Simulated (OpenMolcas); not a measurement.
## Cr5+, Mo5+, W5+: d down the group

```json
{
  "Program": "OpenMolcas",
  "Method": "SS-CASPT2, IPEA 0.25 Eh, imaginary shift 0.1 Eh",
  "Basis": "ANO-RCC-VQZP",
  "Scalar Hamiltonian": "DKH2, point nucleus",
  "Spin-orbit coupling": "RASSI with atomic mean-field integrals over the reference wave functions, term energies averaged over their components"
}
```

Active space for each ion: 1 electron in 10 orbitals (d d); closed shells correlated by CASPT2: Cr5+ 3s 3p; Mo5+ 4s 4p; W5+ 5s 5p.

Computed levels in cm-1 above ²D_3/2:

| Level | Cr5+ | Mo5+ | W5+ |
| --- | --- | --- | --- |
| ²D_5/2 | 909 | 2418 | 8627 |
| weight of ²D in the lowest level (%) | 100 | 100 | 100 |

Measured, with the error of the calculation in %. Measured levels: Cr5+ from Sugar and Corliss, J. Phys. Chem. Ref. Data 6, 317 (1977); Mo5+ from Sugar and Musgrove, J. Phys. Chem. Ref. Data 17, 155 (1988); W5+ from the list in J. Phys. B 45, 035002 (2012).

| Level | Cr5+ | Mo5+ | W5+ |
| --- | --- | --- | --- |
| ²D_5/2 | 940 (-3.3) | 2584 (-6.4) | 8709 (-1.0) |

The fine-structure level ²D_5/2 changes by a factor of 9.49 from Cr5+ to W5+.

With one active electron, CASPT2 adds the correlation within the correlated inactive shells and between them and that electron, and leaves the splitting within a term as the reference gives it. With one active electron outside closed inactive shells, the extra shells (4d) add no correlation to the reference (holds for Cr5+). With one active electron outside closed inactive shells, the extra shells (5d) add no correlation to the reference (holds for Mo5+). With one active electron outside closed inactive shells, the extra shells (6d) add no correlation to the reference (holds for W5+). Measured partners are found by configuration, term and J. A level has none where our copy of the source lacks it or the pairing is in doubt (some pairs that miss far off the trend of their configuration count as doubtful), and it then counts in no deviation. Levels of configurations outside the active space are missing.
